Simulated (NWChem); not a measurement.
Everything below was run with NWChem. System: Cl$_{3}$In, charge 0, spin multiplicity 1, at a geometry optimised with PBE0/def2-SVP with def2 effective core potentials on In. The structure started from a generated list of species. Level: TD-PBE/def2-SVP with def2 effective core potentials on In.

Input file:

```
start mol
memory heap 200 mb stack 900 mb global 1100 mb
geometry units angstroms nocenter noautoz
  In     0.000000     0.000000    -0.000001
  Cl     0.000000     0.000000     2.320899
  Cl    -2.009962     0.000000    -1.160448
  Cl     2.009962     0.000000    -1.160448
  symmetry group C2v
end
basis spherical
  * library def2-svp
end
ecp
  In library def2-ecp
end
dft
  xc xpbe96 cpbe96
  semidirect memsize 60000000 filesize 0
  iterations 100
end
tddft
  rpa
  nroots 8
  notriplet
  thresh 1e-4
end
task tddft energy
```

Part of the output:

```
             Northwest Computational Chemistry Package (NWChem) 7.3.0
             --------------------------------------------------------

                                NWChem Input Module
                                -------------------

 Scaling coordinates for geometry "geometry" by  1.889725989
 (inverse scale =  0.529177249)

 Turning off AUTOSYM since
 SYMMETRY directive was detected!

                             Geometry "geometry" -> ""
                             -------------------------

 Output coordinates in angstroms (scale by  1.889725989 to convert to a.u.)

  No.       Tag          Charge          X              Y              Z
 ---- ---------------- ---------- -------------- -------------- --------------
    1 In                  49.0000     0.00000000     0.00000000    -0.00000100
    2 Cl                  17.0000     0.00000000     0.00000000     2.32089900
    3 Cl                  17.0000    -2.00996200     0.00000000    -1.16044800
    4 Cl                  17.0000     2.00996200     0.00000000    -1.16044800

 Effective nuclear repulsion energy (a.u.)     683.9155394392

            Nuclear Dipole moment (a.u.)
            ----------------------------
        X                 Y               Z
 ---------------- ---------------- ----------------
     0.0000000000     0.0000000000     0.0000037795

      Symmetry information
      --------------------

 Group name             C2v
 Group number             16
 Group order               4
 No. of unique centers     3

      Symmetry unique atoms

     1    2    3


 Summary of "ao basis" -> "" (spherical)
 ------------------------------------------------------------------------------
       Tag                 Description            Shells   Functions and Types
 ---------------- ------------------------------  ------  ---------------------
 *                          def2-svp                  on all atoms

 Summary of "ao basis" -> "ao basis" (spherical)
 ------------------------------------------------------------------------------
       Tag                 Description            Shells   Functions and Types
[...]
          sigma_e =   2.1596 Angstrom
          sigma_h =   2.2850 Angstrom
         |d_h->e| =   1.0160 Angstrom
            d_exc =   3.3522 Angstrom
            d_CD1 =   1.1414 Angstrom
            d_CD2 =  -1.2063 Angstrom
            d_CD3 =   4.3682 Angstrom
     Pearson C.C. =  -0.0324

     Occ.   30  a1  ---  Virt.   37  a1  -0.14419 X
     Occ.   32  a1  ---  Virt.   37  a1   0.98395 X
     Occ.   35  b2  ---  Virt.   38  b2   0.10064 X
  ----------------------------------------------------------------------------
  Root   6 singlet b2             0.176939353 a.u.                4.8148 eV
  ----------------------------------------------------------------------------
     Transition Moments    X -0.00000   Y  0.45668   Z -0.00000
     Transition Moments   XX  0.00000  XY -0.00000  XZ  0.00000
     Transition Moments   YY -0.00000  YZ -0.00001  ZZ  0.00000
     Dipole Oscillator Strength                    0.0246017056
     Electric Quadrupole                           0.0000000000
     Magnetic Dipole                               0.0000000000
     Total Oscillator Strength                     0.0246017056

          sigma_e =   2.1583 Angstrom
          sigma_h =   2.4322 Angstrom
         |d_h->e| =   0.0000 Angstrom
            d_exc =   3.3188 Angstrom
            d_CD1 =   0.2739 Angstrom
            d_CD2 =  -2.2952 Angstrom
            d_CD3 =   3.3188 Angstrom
     Pearson C.C. =  -0.0420

     Occ.   31  b2  ---  Virt.   37  a1  -0.99833 X
  ----------------------------------------------------------------------------
  Root   7 singlet a2             0.197329391 a.u.                5.3696 eV
  ----------------------------------------------------------------------------
     Transition Moments    X -0.00000   Y -0.00000   Z  0.00000
     Transition Moments   XX -0.00000  XY -0.00000  XZ -0.00000
     Transition Moments   YY -0.00000  YZ  0.00000  ZZ -0.00000
     Dipole Oscillator Strength                    0.0000000000
     Electric Quadrupole                           0.0000000000
     Magnetic Dipole                               0.0000000000
     Total Oscillator Strength                     0.0000000000

          sigma_e =   2.0343 Angstrom
          sigma_h =   2.5378 Angstrom
         |d_h->e| =   0.0002 Angstrom
            d_exc =   3.2554 Angstrom
            d_CD1 =   0.5037 Angstrom
            d_CD2 =  -2.2859 Angstrom
            d_CD3 =   3.2556 Angstrom
     Pearson C.C. =  -0.0018

     Occ.   36  b1  ---  Virt.   38  b2  -0.99992 X
  ----------------------------------------------------------------------------
  Root   8 singlet a2             0.203009481 a.u.                5.5242 eV
  ----------------------------------------------------------------------------
     Transition Moments    X  0.00000   Y  0.00000   Z -0.00000
     Transition Moments   XX -0.00004  XY  0.05650  XZ  0.00000
     Transition Moments   YY -0.00001  YZ  0.00010  ZZ -0.00004
     Dipole Oscillator Strength                    0.0000000000
     Electric Quadrupole                           0.0000000001
     Magnetic Dipole                               0.0000005049
     Total Oscillator Strength                     0.0000005051

          sigma_e =   2.0347 Angstrom
          sigma_h =   2.3505 Angstrom
         |d_h->e| =   0.8918 Angstrom
            d_exc =   3.2371 Angstrom
            d_CD1 =   1.2076 Angstrom
            d_CD2 =  -1.3008 Angstrom
            d_CD3 =   4.1289 Angstrom
     Pearson C.C. =  -0.0019

     Occ.   33  b1  ---  Virt.   38  b2   0.99987 X

              Target root =      1
          Target symmetry = none
      Ground state energy =  -1569.878157270520
        Excitation energy =      0.150583640012
     Excited state energy =  -1569.727573630508

  stored tddft:energy   -1569.7275736305080

 Task  times  cpu:       27.0s     wall:       27.0s

 Total times  cpu:       27.0s     wall:       27.0s
```
